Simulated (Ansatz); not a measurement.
(Cl)2Hf(OSiH2)2O (HfSi2Cl2O3H4), 12 atoms. Hardware: 4 threads of Arm Neoverse N1 on a shared host.

In the def2 sets Hf takes a core potential; there is no spin–orbit coupling. Correlated methods freeze 23 core orbitals; core or outer-core shells of Hf are correlated, in sets that lack core-valence functions.

Q: How many basis functions does each of these Ansatz runs have, and roughly what does it cost? PBE-QIDH/def2-TZVP, charge 0 singlet, energy and forces, from earlier orbitals; PBE-QIDH/def2-TZVPD, charge 0 singlet, energy, from earlier orbitals; RPA@PBE/def2-TZVP, charge 0 singlet, energy, from earlier orbitals; PBE0-D4/def2-SVP, charge -1 doublet at the geometry of the charge 0 singlet, energy; PBE-D4/def2-TZVPD, charge 0 singlet, energy, from earlier orbitals; PBE0-D4/def2-TZVPD, charge 0 singlet, energy, from earlier orbitals; MP2/def2-TZVP, charge 0 singlet, energy, from earlier orbitals; PBE0-D4/def2-TZVP, charge 0 singlet, energy, from earlier orbitals; PBE-D4/def2-TZVP, charge 0 triplet at the geometry of the charge 0 singlet, energy, from earlier orbitals; PBE-D4/def2-SVP, charge -1 doublet at the geometry of the charge 0 singlet, energy, from earlier orbitals; PBE0-D4/def2-TZVP, charge 0 triplet at the geometry of the charge 0 singlet, energy; r2SCAN-D4/def2-TZVP, charge 0 singlet, energy, from earlier orbitals.

A: Other jobs shared the machine, so times can vary by a factor of up to 3. A dash marks memory too small to be measured apart from the calling script's.

```tsv
run	functions	fitting or Cholesky vectors	wall time	peak host memory (GiB)
PBE-D4/def2-SVP, charge -1 doublet at the geometry of the charge 0 singlet, energy, from earlier orbitals	166	1757	12 s	–
PBE-D4/def2-TZVPD, charge 0 singlet, energy, from earlier orbitals	377	2233	14 s	0.98
MP2/def2-TZVP, charge 0 singlet, energy, from earlier orbitals	305	2022	16 s	1.1
PBE0-D4/def2-TZVP, charge 0 singlet, energy, from earlier orbitals	305	2094	17 s	1.5
r2SCAN-D4/def2-TZVP, charge 0 singlet, energy, from earlier orbitals	305	1990	20 s	–
RPA@PBE/def2-TZVP, charge 0 singlet, energy, from earlier orbitals	305	2022	25 s	1.1
PBE0-D4/def2-TZVPD, charge 0 singlet, energy, from earlier orbitals	377	2403	30 s	1.9
PBE0-D4/def2-SVP, charge -1 doublet at the geometry of the charge 0 singlet, energy	166	1554	38 s	0.97
PBE-QIDH/def2-TZVPD, charge 0 singlet, energy, from earlier orbitals	377	2473	49 s	2
PBE-D4/def2-TZVP, charge 0 triplet at the geometry of the charge 0 singlet, energy, from earlier orbitals	305	1990	51 s	1.4
PBE-QIDH/def2-TZVP, charge 0 singlet, energy and forces, from earlier orbitals	305	2022	76 s	1.4
PBE0-D4/def2-TZVP, charge 0 triplet at the geometry of the charge 0 singlet, energy	305	2022	93 s	1.7
```
